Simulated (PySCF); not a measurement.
Working out the ionisation energy of Ag

Ag [Kr] 4d10 5s1 (2S) → Ag⁺ [Kr] 4d10 (1S). Calculation: PySCF 2.14, in ANO-RCC-VTZP (7s6p4d2f1g, 68 functions); scalar relativity by spin-free X2C-1e. Frozen: [Ar] 3d10. Energies in hartree (1 hartree = 27.21139 eV):

| part | Ag (lower) | Ag⁺ (upper) |
| --- | --- | --- |
| UHF | -5312.645525 | -5312.411289 |
| CCSD correlation | -0.578378 | -0.540442 |
| (T) | -0.017115 | -0.013709 |

What does Hartree-Fock give?

(-5312.411289) − (-5312.645525) = 0.234236 hartree = 6.374 eV.

What do CCSD and CCSD(T) give?

The CCSD correlation energies differ by 0.037936 hartree = 1.032 eV and the triples by 0.003406 hartree = 0.093 eV, so CCSD gives 7.406 eV and CCSD(T) 7.499 eV.

Measured between the centres of the two terms (NIST): 7.576 eV, so CCSD(T) (valence and next inner shell) is off by -0.077 eV.

What remains against the reference includes basis incompleteness, the frozen core and higher excitations.
